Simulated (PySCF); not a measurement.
Compound: C5H5F3Se.
Numbering: `[CH3:1][Se:2][CH:3]=[C:4]=[CH:5][C:6]([F:7])([F:8])[F:9]` (hydrogens: H10, H11, H12 on C1; H13 on C3; H14 on C5)

Computed by this run: PBE0-D3(BJ)/def2-SVP geometry optimisation, gas phase in PySCF; density fitting, grid level 2; the optimiser is geomeTRIC in internal coordinates, started from a GFN2-xTB structure.

Step 0: E = -78725.8210 eV
```
atom  x, y, z in Å  |  force x, y, z in eV/Å
C1      1.6151    0.7039   -1.3963    0.038  -0.556   0.241
Se2     2.3491   -1.0237   -0.8814    0.064   0.047  -0.009
C3      0.8458   -1.7034    0.0696    0.774   0.244  -0.541
C4     -0.2848   -1.0832    0.1607   -0.319   0.075   0.076
C5     -1.3748   -0.3779    0.2644   -0.183   0.394   0.644
C6     -1.5612    0.6243    1.3638    0.072   0.676   0.660
F7     -1.1820    1.8642    0.9781   -0.069  -0.358  -0.116
F8     -0.8495    0.3466    2.4641   -0.087  -0.131  -0.388
F9     -2.8431    0.7301    1.7412    0.169  -0.218  -0.264
H10     1.3326    1.2546   -0.5024   -0.143   0.232   0.277
H11     0.7511    0.5486   -2.0375   -0.299   0.016  -0.227
H12     2.3910    1.2389   -1.9366    0.325   0.134  -0.187
H13     1.0239   -2.6702    0.5151    0.048  -0.503   0.277
H14    -2.2073   -0.4557   -0.4194   -0.390  -0.050  -0.444
```

Step 1: E = -78725.8685 eV
```
atom  x, y, z in Å  |  force x, y, z in eV/Å
C1      1.6665    0.6732   -1.3875    0.037   0.076  -0.071
Se2     2.3687   -1.0625   -0.9050    0.021   0.036  -0.027
C3      0.8439   -1.6818    0.0210   -0.055  -0.158   0.091
C4     -0.2862   -1.0374    0.1455    0.048  -0.069   0.034
C5     -1.3942   -0.3558    0.2912   -0.066   0.056  -0.016
C6     -1.5878    0.6484    1.3913   -0.067  -0.249  -0.277
F7     -1.3969    1.8939    0.9339   -0.008   0.054   0.071
F8     -0.7512    0.4560    2.4038    0.018   0.088   0.092
F9     -2.8394    0.5862    1.8552    0.029   0.075   0.105
H10     1.3749    1.2309   -0.4866    0.007  -0.014  -0.008
H11     0.8007    0.5629   -2.0546    0.022   0.000   0.006
H12     2.4732    1.2045   -1.9124   -0.040  -0.009   0.027
H13     0.9759   -2.6675    0.4873   -0.010   0.081  -0.029
H14    -2.2423   -0.4541   -0.3996    0.065   0.035   0.002
```

Question: Estimate the geometry and energy of step 2. (The exact step hangs on the optimiser's Hessian estimate; all steps are aligned on step 1, rigid shifts and turns removed.)

Answer: E = -78725.8721 eV, largest force 0.103 eV/Å
```
atom  x, y, z in Å  |  force x, y, z in eV/Å
C1      1.6601    0.6790   -1.3909   -0.027  -0.012   0.008
Se2     2.3644   -1.0549   -0.8938    0.033  -0.007  -0.014
C3      0.8411   -1.6983    0.0296   -0.027   0.059  -0.016
C4     -0.2868   -1.0498    0.1496   -0.013  -0.068   0.065
C5     -1.3909   -0.3585    0.2861   -0.026   0.061   0.046
C6     -1.5842    0.6439    1.3869   -0.043   0.011   0.017
F7     -1.3905    1.8931    0.9393   -0.001   0.045  -0.085
F8     -0.7487    0.4604    2.4035    0.079  -0.059   0.029
F9     -2.8313    0.5960    1.8645   -0.019  -0.051  -0.022
H10     1.3518    1.2344   -0.4947   -0.003   0.001   0.000
H11     0.8061    0.5632   -2.0711    0.002  -0.001  -0.003
H12     2.4700    1.2157   -1.9025    0.012  -0.014   0.010
H13     0.9745   -2.6830    0.4920    0.017   0.013  -0.014
H14    -2.2297   -0.4441   -0.4151    0.017   0.022  -0.019
```

The energy changes by -0.0037 eV. The first-order estimate −F·Δx gives -0.0093 eV and the mean of the old and new forces, exact on a quadratic surface, -0.0037 eV. The step makes an angle of 71° with the force vector and moves no atom by more than 0.025 Å.

The cost below is that of the whole optimisation. Time: 2.7 min wall; peak memory 0.86 GiB. Hardware: one thread of an Arm Neoverse V2, on a shared host.
